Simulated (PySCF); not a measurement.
**CsP and its ions**

PBE0; Cs def2-SVP with ECP46, P def2-SVP; scalar-relativistic core potentials (PySCF 2.14). Neutral (UKS): triplet (π ↑↑), Re = 3.333 Å, ωe = 168 cm⁻¹, De = 1.23 eV, HOMO -3.23 eV, LUMO -1.23 eV.

CsP⁺ (UKS): quartet (σ ↑, π ↑↑), Re = 3.930 Å, ωe = 57.7 cm⁻¹, De = 0.14 eV to Cs⁺ + P. The energies at the minima are -361.20665 hartree for CsP and -361.02316 for CsP⁺.

(1) Work out the adiabatic ionisation energy, without and with harmonic zero-point energies (1 hartree = 27.2114 eV, 1 eV = 8065.5 cm⁻¹), and the change of the bond length.

Weak bonds: CsP⁺. Basis-set superposition, not corrected here, can be much of De in a small basis, most of all at correlated wavefunction levels. These are scalar-relativistic numbers at best; spin–orbit coupling would shift them, the dissociation energy most. For an ion De counts to the pair picked by the measured ionisation energies or electron affinities, which need not be the lowest pair at this level. States were picked by a PBE0 search and need not be the measured ground states.

Answers

(1) At PBE0: 0.18349 hartree = 4.993 eV between the minima; the zero-point term (57.7 − 168.0)/2 cm⁻¹ = -0.007 eV makes it 4.986 eV. Re changes by +59.7 pm against the neutral. The electron leaves a σ orbital, and the ion is left as a loose complex of an ion and an atom.
